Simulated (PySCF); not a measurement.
CH7GeNOSi, SMILES [SiH2]1N[CH2][Ge@H]1[OH].

Geometry: PBE0-D3(BJ)/def2-SVP. The structure was generated by enumeration; whether it is a known compound was not checked. The values are those of a single conformer.

These are PBE/def2-TZVP (PySCF) values and carry that method's errors.

The molecule is in vacuum.

```yaml
total_energy: -2538.21792 hartree
highest_occupied_level: -5.43 eV
lowest_empty_level: -0.99 eV
orbital_gap: 4.44 eV
dipole_moment: 0.75 D
quadrupole, principal values (traceless, Buckingham form, about the centre of nuclear charge): -8.46, -3.56, 12.01 D·Å
mean_static_polarisability: 82.6 bohr³ (12.24 Å³)
polarisability_principal_values: 70.4, 79.8, 97.6 bohr³
```
